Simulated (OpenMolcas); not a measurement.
Computed transition rates of Cl⁺

```
Program             : OpenMolcas 26.06
Method              : SS-CASPT2, IPEA 0.25 Eh, imaginary shift 0.1 Eh (closed shells correlated: 2s 2p 3s)
Basis               : ANO-R3 [6s5p4d3f1g]
Scalar Hamiltonian  : X2C, finite nucleus
Active space        : 4 electrons in 3 orbitals (3p)
State averaging     : 2S+1 = 3 even, 3 roots; 2S+1 = 1 even, 6 roots
Spin-orbit coupling : state interaction with AMFI integrals over the reference wave functions, term energies averaged over their components
```

Rates come from the transition moments of the reference wave functions (E1 and E2 in the length form). At fixed line strength A goes as λ^-3 for E1 and M1 and as λ^-5 for E2, so a rate at the computed wavelength can be rescaled to the measured one. Measured vacuum wavelengths follow from level energies in NIST Handbook of Basic Atomic Spectroscopic Data. Branching counts decays inside the model space alone, at computed energies, and the table is only a selection of the E2 and M1 lines, drawn from those between levels with measured partners whose computed energy lies within a factor of 1.5 of the measured one.

```json
{"Upper": "3s2 3p4 1S0", "Lower": "3s2 3p4 1D2", "Type": "E2", "λ computed (nm)": "581.7", "λ measured (nm)": "616.4", "A computed (s-1)": "3.27e+00", "A rescaled (s-1)": "2.45e+00", "Branching %": "71.8"}
{"Upper": "3s2 3p4 1S0", "Lower": "3s2 3p4 3P1", "Type": "M1", "λ computed (nm)": "353.2", "λ measured (nm)": "367.9", "A computed (s-1)": "1.27e+00", "A rescaled (s-1)": "", "Branching %": "27.8"}
{"Upper": "3s2 3p4 1D2", "Lower": "3s2 3p4 3P2", "Type": "M1", "λ computed (nm)": "849.1", "λ measured (nm)": "858.1", "A computed (s-1)": "9.66e-02", "A rescaled (s-1)": "", "Branching %": "77.6"}
{"Upper": "3s2 3p4 1D2", "Lower": "3s2 3p4 3P1", "Type": "M1", "λ computed (nm)": "898.9", "λ measured (nm)": "912.6", "A computed (s-1)": "2.72e-02", "A rescaled (s-1)": "", "Branching %": "21.8"}
{"Upper": "3s2 3p4 3P1", "Lower": "3s2 3p4 3P2", "Type": "M1", "λ computed (nm)": "15330", "λ measured (nm)": "14370", "A computed (s-1)": "6.26e-03", "A rescaled (s-1)": "7.60e-03", "Branching %": "100.0"}
{"Upper": "3s2 3p4 3P0", "Lower": "3s2 3p4 3P1", "Type": "M1", "λ computed (nm)": "34630", "λ measured (nm)": "33280", "A computed (s-1)": "1.30e-03", "A rescaled (s-1)": "1.46e-03", "Branching %": "100.0"}
```

Spin-changing lines and M1 lines between different terms are not rescaled, since their strength hangs on the term gaps too.

The largest correction is for 3s2 3p4 1S0 → 3s2 3p4 1D2 (E2): 3.27e+00 × (581.7 / 616.4)^5 = 2.45e+00 s-1, a factor of 0.75.

The computed rate and branching of 3s2 3p4 3P1 → 3s2 3p4 3P2 give the upper level a radiative lifetime of 1.000 / 6.26e-03 s-1 = 1.60e+02 s, counting decays inside the model space alone. The rescaled rate gives about 1.3e+02 s.

No measured rate stands beside these. Rescaling mends the energy factor alone: line strengths can still be far off where a level mixes with configurations outside the active space, and weak or spin-changing lines hang on small mixing coefficients that depend on the term gaps too, so rescaling need not improve them.

CASPT2 does not keep the components of a term degenerate, so their means are used; among the terms shown or strongly mixed into the levels shown the widest spread is 190 cm-1 (3s2 3p4 1D). With the s shell closed, the reference lacks s² → p² mixing. Measured partners are found by configuration, term and J. A level has none where our copy of the source lacks it or the pairing is in doubt (some pairs that miss far off the trend of their configuration count as doubtful). Only configurations of the active space appear.
